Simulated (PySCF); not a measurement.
# Electronic absorption of C4H4BF3O2

Compound: C₄H₄BF₃O₂.
SMILES with atom numbers: `[F:1][C:2]([F:3])([F:4])[C:5]1=[O+:6][BH2-:7][O:8][CH:9]=[CH:10]1` (hydrogens: H11, H12 on B7; H13 on C9; H14 on C10)

Structure used (PBE0-D3(BJ)/def2-SVP), in Å, numbered top down from 1:
```
atom  x, y, z in Å
F1     2.5138   -1.3827    0.3502
C2     2.1105   -0.1683    0.0390
F3     2.6030    0.6918    0.9287
F4     2.5969    0.1569   -1.1577
C5     0.5835   -0.0643    0.0157
O6    -0.0378   -1.1358    0.2484
B7    -1.5807   -1.2398    0.2696
O8    -2.1337    0.1619   -0.0450
C9    -1.4132    1.1744   -0.2633
C10   -0.0171    1.1607   -0.2543
H11   -1.9198   -1.5420    1.3957
H12   -1.9179   -1.9934   -0.6204
H13   -1.9602    2.1069   -0.4685
H14    0.5659    2.0583   -0.4463
```

Level of theory: TDDFT PBE0/def2-SVPD, vertical, gas phase, core orbitals frozen in the response (PySCF 2.14.0, density-fitted response routines).

Task: List the vertical singlet excitations with oscillator strengths and describe the spectrum.

Result: 

```csv
state,E (eV),λ (nm),ν̃ (cm⁻¹),f,|μ| (D),"main configurations (H = HOMO, L = LUMO)"
S1,3.19,388.8,25720,0.024,1.41,H→L (98%)
S2,4.76,260.5,38390,0.0018,0.31,H-2→L (99%)
S3,5.81,213.6,46820,0.203,3.04,H-1→L (97%)
S4,6.04,205.4,48680,0.0001,0.05,H-3→L (97%)
S5,6.55,189.2,52860,0.027,1.05,"H→L+1 (88%), H-4→L (9%)"
S6,6.58,188.5,53060,0.0036,0.38,"H-4→L (84%), H→L+1 (10%)"
S7,7.08,175.0,57140,0.144,2.32,H→L+2 (94%)
S8,7.37,168.2,59460,0.019,0.83,"H→L+3 (75%), H→L+4 (21%)"
S9,7.61,162.9,61390,0.0020,0.26,"H→L+4 (67%), H→L+3 (18%), H→L+5 (12%)"
S10,7.86,157.7,63400,0.0004,0.12,"H→L+5 (82%), H→L+4 (9%)"
```

Triplets, Tamm–Dancoff:

```
state  E (eV)  λ (nm)  main configurations (H = HOMO, L = LUMO)
   T1    2.26   549.2                                 H→L (96%)
   T2    4.37   283.7                               H-2→L (98%)
   T3    4.57   271.2                               H-1→L (94%)
   T4    5.67   218.7                               H→L+2 (85%)
```

The lowest singlet comes at 389 nm (308 kJ/mol) in the visible; it is weak; its leading configuration is HOMO→LUMO (98%). The most intense listed level is S3 at 5.81 eV (214 nm, f = 0.203), 2.62 eV above S1. Löwdin shares by element: HOMO oxygen 30%, carbon 19% or more, boron 17% (atoms not listed hold the other 35%); LUMO carbon 50% or more, oxygen 31% (atoms not listed hold the other 20%). The listed states span 4.67 eV, and the widest gap between neighbours is 1.57 eV (S1 to S2). The oscillator strengths of these states sum to 0.426; summed over the whole spectrum of an exact calculation they would give the number of electrons, 76 (Thomas–Reiche–Kuhn). Of the 10 states listed, 5 reach f = 0.01 and 2 stay under 0.0005. S1 lies in the visible range (380 to 750 nm), at 389 nm, f = 0.024; light of that wavelength is violet, and its complementary colour is yellow-green; a Tamm–Dancoff triplet lies at 549 nm, without intensity as long as spin–orbit coupling is left out. The vertical ionisation energy (ΔSCF) is 9.37 eV, 1.51 eV above S10. Singlets were solved by full linear response, triplets in the Tamm–Dancoff approximation.

On one thread, Arm Neoverse N1 (aarch64), no GPU, shared host, this took 4.0 min of wall time and 1.2 GiB of memory at its peak.
